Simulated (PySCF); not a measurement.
## Which determinant of TlTe⁺ lies lowest?

Unrestricted PBE0; PySCF, scalar-relativistic core potentials, basis sets Tl cc-pVDZ-PP with ECP60, Te cc-pVDZ-PP with ECP28. Outer shells of the fragments: Tl+ 5d10 6s2; Te 4d10 5s2 5p4.

Followed along the bond (rough minima from three points):

```csv
2Ms+1,unpaired,⟨S²⟩ at the start,R at minimum (Å),Te (eV)
3,π ↑↑,2.00,3.41,0.00
1,π ↑↓,1.01,3.41,0.37
3,"σ ↑, π ↑",2.01,3.22,0.49
1,"σ ↓, π ↑",1.01,3.16,0.80
1,none,0.00,3.40,1.47
```

Solutions found at the starting distance of 2.850 Å, counted from the lowest of them; the search is not exhaustive and high or unbound solutions are not listed, so other states can lie among these:

| 2Ms+1 | unpaired | term | E (eV) | ⟨S²⟩ | ⟨Lz²⟩ | μ (D) |
| --- | --- | --- | --- | --- | --- | --- |
| 3 | π ↑↑ | ³Σ⁻ | 0.00 | 2.00 | 0.00 | 0.44 |
| 3 | σ ↑, π ↑ | ³Π | 0.12 | 2.01 | 1.01 | -1.55 |
| 1 | π ↑↓ | mixed | 0.37 | 1.01 | 2.01 | 0.44 |
| 1 | σ ↓, π ↑ | mixed | 0.40 | 1.01 | 1.01 | -1.55 |
| 1 | none | mixed | 1.44 | 0.00 | 2.00 | 0.55 |
| 1 | none | ¹Σ⁺ | 1.52 | 0.00 | 0.00 | -3.17 |
| 3 | σ ↓, π ↑↑↑ | mixed | 4.39 | 3.01 | 1.00 | 4.69 |

A term symbol is given only where ⟨S²⟩ and ⟨Lz²⟩ are close to those of a pure state; real π, δ and φ orbitals otherwise mix terms. A positive dipole points towards Te; it is taken about the centre of mass and depends on that origin.

These are scalar-relativistic numbers at best; spin–orbit coupling would shift them, the dissociation energy most.
